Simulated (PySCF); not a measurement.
Atomic charges by several schemes

Compound: C₅H₉NS.
Structure used (GFN2-xTB), in Å, numbered top down from 1:
```xyz
16
C5H9NS angstrom
N      2.7287   -0.8459   -0.4621
C      1.7866   -0.3155    0.1667
C      0.3852   -0.0454   -0.3045
C     -0.6558   -0.7292    0.5874
C     -2.0070   -0.1969    0.1416
S     -1.7626    1.5842   -0.2052
C      0.0636    1.4436   -0.2286
H      2.5127   -1.1236   -1.4198
H      1.9966   -0.0120    1.1896
H      0.2630   -0.3947   -1.3370
H     -0.4725   -0.4586    1.6297
H     -0.6139   -1.8155    0.4955
H     -2.3437   -0.6739   -0.7795
H     -2.7775   -0.2970    0.9027
H      0.4435    2.0034   -1.0806
H      0.4457    1.8860    0.6927
```

Density: PBE0/pcSseg-1 (PySCF); schemes: Mulliken, IAO, Hirshfeld and ESP-fitted. Geometry: GFN2-xTB, one conformer, isolated molecule.

Question: At which atom do the 4 schemes differ most?

Answer: At C3: from -0.374 (Mulliken) to +0.112 e (ESP-fitted), 0.486 e apart.

Question: For which atoms does the sign change between the 4 schemes (beyond +0.03 e in one, beyond −0.03 e in another)?

Answer: C3 and S6. Atomic charges aren't observables, and each scheme defines them in its own way.

Question: Which atoms carry the lowest charge in the Mulliken, IAO, Hirshfeld and ESP-fitted schemes?

Answer: The schemes don't all agree: Mulliken C3 (-0.374); IAO N1 (-0.425); Hirshfeld N1 (-0.235); ESP-fitted N1 (-0.717).

Question: Tabulate the Mulliken, IAO, Hirshfeld and ESP-fitted charges.

Answer: In e:

```
atom                 environment  Mulliken     IAO  Hirshfeld  ESP-fitted
  N1              imine nitrogen    -0.330  -0.425     -0.235      -0.717
  C2                imine carbon    +0.130  +0.048     +0.055      +0.255
  C3               sp3 CH carbon    -0.374  -0.143     -0.031      +0.112
  C4             ring CH2 carbon    -0.162  -0.256     -0.067      -0.270
  C5  sp3 carbon bound to sulfur    -0.288  -0.337     -0.072      -0.081
  S6              sulfide sulfur    -0.034  +0.033     -0.030      -0.240
  C7  sp3 carbon bound to sulfur    -0.236  -0.338     -0.073      -0.217
  H8                N–H hydrogen    +0.157  +0.240     +0.107      +0.359
  H9    hydrogen on a C=N carbon    +0.106  +0.137     +0.046      +0.062
 H10            methine hydrogen    +0.128  +0.135     +0.042      +0.051
 H11          methylene hydrogen    +0.130  +0.139     +0.043      +0.106
 H12          methylene hydrogen    +0.141  +0.149     +0.047      +0.109
 H13          methylene hydrogen    +0.155  +0.148     +0.038      +0.093
 H14          methylene hydrogen    +0.159  +0.161     +0.046      +0.121
 H15          methylene hydrogen    +0.164  +0.161     +0.045      +0.137
 H16          methylene hydrogen    +0.155  +0.148     +0.038      +0.121
```

Mean size of the charges over all atoms: ESP-fitted 0.191 e, IAO 0.187 e, Mulliken 0.178 e, Hirshfeld 0.063 e. Each set sums to the total charge, 0, to within 0.001 e. The ESP scheme is a least-squares fit of atom-centred charges to the potential on four shells outside the van der Waals surface, with the total charge fixed.

Question: How closely do the schemes follow one another over all atoms?

Answer: Correlation coefficient and root-mean-square difference: Hirshfeld with ESP-fitted 0.94, 0.176 e; Mulliken with IAO 0.93, 0.080 e; IAO with Hirshfeld 0.91, 0.144 e; Mulliken with Hirshfeld 0.84, 0.137 e; IAO with ESP-fitted 0.79, 0.155 e; Mulliken with ESP-fitted 0.67, 0.186 e.

Question: Sum the charges by element, for elements with more than one atom.

Answer: 
| element | atoms | Mulliken | IAO | Hirshfeld | ESP-fitted |
| --- | --- | --- | --- | --- | --- |
| C | 5 | -0.930 | -1.026 | -0.188 | -0.202 |
| H | 9 | +1.295 | +1.418 | +0.453 | +1.159 |

Question: How many electrons does the ESP-fitted scheme count on C7?

Answer: Z − q = 6 − (-0.217) = 6.217.
